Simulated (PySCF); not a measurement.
Species: C₄H₅BCl₂.
Numbering: `[CH3:1][CH:2]=[C:3]=[CH:4][B:5]([Cl:6])[Cl:7]` (hydrogens: H8, H9, H10 on C1; H11 on C2; H12 on C4)

Computed with PySCF at B3LYP/def2-SVPD, non-relativistic, on one gas-phase PBE0-D3(BJ)/def2-SVP geometry that isn't relaxed in the solvent. The solvent is an IEF-PCM continuum (cavity from Bondi-type radii × 1.2). Specific hydrogen bonds and non-electrostatic terms are outside this model.

Gas phase at B3LYP/def2-SVPD: HOMO -7.46 eV, LUMO -2.16 eV, dipole 2.79 D.

**Question.** What does the continuum do to the energy, the frontier levels and the dipole at B3LYP/def2-SVPD in tetrahydrofuran?

**Answer.** 
| solvent | ε | E(solvent) − E(gas) (kJ/mol) | polarisation term (kJ/mol) | distortion of the solute (kJ/mol) | HOMO (eV) | LUMO (eV) | dipole (D) |
| --- | --- | --- | --- | --- | --- | --- | --- |
| tetrahydrofuran | 7.426 | -8.77 | -9.90 | 1.13 | -7.31 | -2.11 | 3.49 |

The first energy column is the sum of the next two and covers electrostatics alone.

**Question.** Which radius a makes the point-dipole formula ΔE = −[(ε − 1)/(2ε + 1)]·μ²/a³ give the value in tetrahydrofuran, with the gas-phase dipole?

**Answer.** μ = 1.096 au and |ΔE| = 0.00334 Eh give a = 2.79 Å; the farthest nucleus lies 4.15 Å from the centroid of the nuclei, so such a sphere wouldn't even hold the nuclei. The formula assumes a rigid point dipole at the centre of a sphere.

**Question.** How does the static polarisability (B3LYP/def2-SVPD, frozen core, with the continuum's full static response) change?

**Answer.** 
| medium | isotropic (au) | principal values (au) | ⟨r²⟩ of the electrons (bohr²) |
| --- | --- | --- | --- |
| gas | 97.3 | 65.7, 82.5, 143.6 | 1542.3 |
| tetrahydrofuran | 125.7 | 84.4, 106.6, 186.1 | 1541.5 |

The isotropic value in tetrahydrofuran is 1.29 times the gas-phase one; no cavity-field correction is applied. ⟨r²⟩ is taken about the centre of nuclear charge.

Shape of the structure used: `[CH3:1][CH:2]=[C:3]=[CH:4][B:5]([Cl:6])[Cl:7]`: C3–C4–B5–Cl6 -1°.
